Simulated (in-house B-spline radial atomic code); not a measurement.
Computed with a B-spline radial atomic code. Model: two electrons, singlet ground state, non-relativistic, full CI in B-splines with partial waves to l = 8 (at full coupling up to 3e-4 hartree above the limit, correlation up to 0.6 % small), density held at that of full coupling by Lieb maximisation.

W(λ) is the mean repulsion in the state of coupling λ less the Hartree energy of the fixed density. Its start is exact exchange, its initial slope is twice the second-order Görling-Levy correlation energy, and its area from 0 to 1 is E_xc. A straight curve means weak, dynamic correlation, and a curve that drops fast and flattens means strong correlation.

Command:
```bash
python run_ac.py task.json out
```
Settings (lengths in bohr, energies in hartree):
```
potential              coulomb
strength               1.75
lmax                   8
wall_radius            0.56
```

Cost of the run: 2.9 s on 1 thread of Intel(R) Xeon(R) Processor @ 2.30GHz, on a shared host.

**W = mean repulsion less Hartree energy, and W of three functionals.**

Given: confinement point charge; nuclear charge 1.75; hard wall radius 0.56 bohr; external potential -Z/r.

Computed: LDA exchange minus exact 472.91 millihartree; SCAN exchange minus exact -7.5179 millihartree.

| coupling | W xc (hartree) | W xc minus exchange (millihartree) | kinetic minus Kohn-Sham (millihartree) | LDA (PW92) W minus its exchange (millihartree) | PBE W minus its exchange (millihartree) | SCAN W minus its exchange (millihartree) |
| --- | --- | --- | --- | --- | --- | --- |
| 0 | -3.3642 | 0 | 0 | 0 | 0 | 0 |
| 0.02 | -3.3663 | -2.069 | 0 | -14.99 | -3.31 | -1.95 |
| 0.05 | -3.3694 | -5.161 | 0.1 | -31.88 | -8.24 | -4.85 |
| 0.12 | -3.3766 | -12.321 | 0.7 | -63.9 | -19.6 | -11.51 |
| 0.25 | -3.3897 | -25.424 | 3.2 | -111.72 | -40.05 | -23.6 |
| 0.4 | ? | ? | ? | ? | ? | ? |
| 0.6 | -3.4237 | -59.484 | 17.6 | -209.8 | -91.21 | -54.74 |
| 0.8 | -3.4424 | -78.181 | 30.7 | -255.47 | -118.24 | -71.75 |
| 1 | ? | ? | ? | ? | ? | ? |
| 1.4 | -3.4954 | -131.15 | 88.7 | -368.54 | -191.71 | -119.9 |
| 2 | -3.5441 | -179.81 | 171.2 | -459.55 | -256.22 | -164.31 |
| 3 | -3.6168 | -252.51 | 352.1 | -582.5 | -349.13 | -231.43 |
| 4.5 | -3.7094 | -345.11 | 697.2 | -726.14 | -464.18 | -319.01 |
| 7 | -3.8306 | -466.38 | 1387.1 | -903.49 | -613.5 | -438.57 |
| 10 | -3.9386 | -574.39 | 2297 | -1058.2 | -748.71 | -550.92 |

Task: What belongs in the row 0.4?

Result: W xc (hartree): -3.4045; W xc minus exchange (millihartree): -40.235; kinetic minus Kohn-Sham (millihartree): 8; LDA (PW92) W minus its exchange (millihartree): -157.55; PBE W minus its exchange (millihartree): -62.63; SCAN W minus its exchange (millihartree): -37.18.

Task: What belongs in the row 1?

Result: W xc (hartree): -3.4606; W xc minus exchange (millihartree): -96.346; kinetic minus Kohn-Sham (millihartree): 47; LDA (PW92) W minus its exchange (millihartree): -296.48; PBE W minus its exchange (millihartree): -143.9; SCAN W minus its exchange (millihartree): -88.26.

Task: What is the PBE exchange minus exact?

Result: 151.55 millihartree.

**Energy parts, natural occupations and partial-wave weights.**

Computed: total energy 18.8195 hartree; exchange energy -3.3642 hartree; correlation energy -0.049352 hartree; initial slope twice GL2 -0.10358 hartree; kinetic part over minus potential part 0.48776; Hartree energy 6.7285 hartree; Kohn-Sham kinetic 32.082 hartree.

```json
{"natural": "s", "occupation of the shell (electrons)": "1.9981"}
{"natural": "p", "occupation of the shell (electrons)": "0.0017403"}
{"natural": "d", "occupation of the shell (electrons)": "8.8469e-05"}
{"natural": "s", "occupation of the shell (electrons)": "7.8673e-05"}
{"natural": "p", "occupation of the shell (electrons)": "?"}
{"natural": "f", "occupation of the shell (electrons)": "1.2208e-05"}
```

Task: What belongs in the row p?

Result: occupation of the shell (electrons): 1.3452e-05.

| wave | weight |
| --- | --- |
| s | 0.99907 |
| p | 0.00087722 |
| d | 4.5891e-05 |
| f | ? |
| g | 1.5448e-06 |

Task: What belongs in the row f?

Result: weight: 6.5831e-06.

Task: What is the Lieb Oxford ratio E_xc over LDA exchange?

Result: 1.1806.

Task: What is the kinetic part of the DFT correlation energy?

Result: 0.046994 hartree.

Half-way to full coupling W has made 52 % of its drop, against 50 % for a straight line, and second-order (GL2) theory, half the initial slope, overshoots the correlation energy by about 5 %: correlation is weak here. Over couplings 0 to 1 the errors in E_xc come to about +348 millihartree for LDA, +126 millihartree for PBE, -3.6 millihartree for SCAN, so SCAN is nearest. In LDA and PBE and SCAN the errors of exchange and correlation have opposite signs, so the sum is smaller than the larger of the two.
